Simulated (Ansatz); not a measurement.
Pulling on the B1–H2 bond in CH5BO (SMILES BOC) (multiplicity 1 held, fragments rigid). Energies count from the point at 1.192 Å.
Geometry at that point (charge 0, multiplicity 1):
```xyz
8

B     -0.2960     0.1129     1.2719
H     -1.1841     0.5267     1.9515
H      0.6968    -0.3789     1.7308
O     -0.4473     0.2180    -0.0567
C      0.5353    -0.2356    -0.9832
H      1.3962    -0.6649    -0.4663
H      0.0826    -0.9869    -1.6307
H      0.8558     0.6097    -1.5925
```

Signs of static correlation in cc-pVDZ, with CASSCF(2,2), from Ansatz (a program for electronic structure) runs.

```csv
R (Å),T1 of restricted CCSD,⟨S²⟩ of UHF,largest double amplitude of restricted CCSD,weight of the CASSCF reference in MRCISD,CASSCF natural occupations
0.954,0.015,0.000,0.034,0.891,1.99 0.01
1.073,0.015,0.000,0.034,0.891,1.99 0.01
1.192,0.015,0.000,0.034,0.891,1.98 0.02
1.312,0.015,0.000,0.033,0.892,1.98 0.02
1.431,0.015,0.000,0.033,0.892,1.97 0.03
1.610,0.016,0.000,0.050,0.892,1.95 0.05
1.789,0.017,0.000,0.091,0.892,1.93 0.07
2.087,0.020,0.403,0.195,0.893,1.86 0.14
2.385,0.026,0.728,0.292,0.893,1.75 0.25
2.742,…,0.896,0.422,0.893,1.59 0.41
3.219,0.057,0.973,…,0.893,1.36 0.64
3.816,0.077,0.998,0.815,0.893,1.17 0.83
```

Complete the blanks.


- 2.742, T1 of restricted CCSD: 0.038
- 3.219, largest double amplitude of restricted CCSD: 0.611

Doubts at one or more of the structures used: a restricted determinant that unrestricted orbitals would lower (R-CCSD(T)/cc-pVDZ); other coupled-cluster roots lie near (R-CCSD(T)/cc-pVDZ); T1 above 0.05 (R-CCSD(T)/cc-pVDZ, U-CCSD(T)/cc-pVDZ); a spin-contaminated determinant (U-CCSD(T)/cc-pVDZ).
